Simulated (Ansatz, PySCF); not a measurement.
Al(H)(Me)(OEt) (C₃H₉AlO), SMILES CC[O][AlH][CH3]. Atoms are numbered in the order given.

```xyz
14

Al    -0.0835    -0.0407     1.2058
H     -1.1529    -1.1280     1.6622
C      1.2713     0.7270     2.3694
H      1.9001     1.4594     1.8402
H      1.9314    -0.0550     2.7814
H      0.8115     1.2340     3.2346
O     -0.1376     0.4866    -0.4145
C     -0.8873     0.2014    -1.5546
C     -0.0348    -0.4503    -2.6245
H     -1.7496    -0.4546    -1.3178
H     -1.3124     1.1436    -1.9489
H      0.3616    -1.4161    -2.2733
H     -0.6198    -0.6314    -3.5396
H      0.8199     0.1945    -2.8791
```

Geometry optimised at PBE0-D3(BJ)/def2-SVP. The structure was generated by enumeration; whether it is a known compound was not checked. One conformer was computed; it need not be the lowest.

Two levels are set side by side: PBE-D3(BJ)/def2-SVP (Ansatz, a program for electronic structure) and PBE0-D3(BJ)/def2-SVP (Ansatz). Each level has its own optimised geometry; the coordinates shown are those of the second. Frequencies come from the Hessian of PySCF at each geometry. Differences are taken from unrounded values.

```tsv
quantity	PBE0-D3(BJ)	PBE-D3(BJ)	PBE-D3(BJ) minus PBE0-D3(BJ)
mean bond length (Å)	1.306	1.316	0.010
bond Al1–C3 (Å)	1.944	1.954	0.010
bond Al1–O7 (Å)	1.705	1.723	0.018
bond O7–C8 (Å)	1.394	1.409	0.015
bond C8–C9 (Å)	1.515	1.525	0.009
bond Al1–H2 (Å)	1.592	1.603	0.012
bond C3–H4 (Å)	1.101	1.109	0.008
bond C3–H5 (Å)	1.103	1.111	0.008
bond C3–H6 (Å)	1.103	1.111	0.008
bond C8–H10 (Å)	1.109	1.118	0.009
bond C8–H11 (Å)	1.106	1.115	0.009
bond C9–H12 (Å)	1.101	1.110	0.008
bond C9–H13 (Å)	1.101	1.109	0.008
bond C9–H14 (Å)	1.101	1.109	0.008
highest harmonic wavenumber (cm⁻¹)	3164	3079	-85
mean harmonic wavenumber (cm⁻¹)	1377	1333	-44
zero-point energy (kcal/mol)	70.85	68.59	-2.26
```

GGA bonds tend to be longer and softer than those of functionals with exact exchange. Differences between two approximate levels are no errors against the true value.
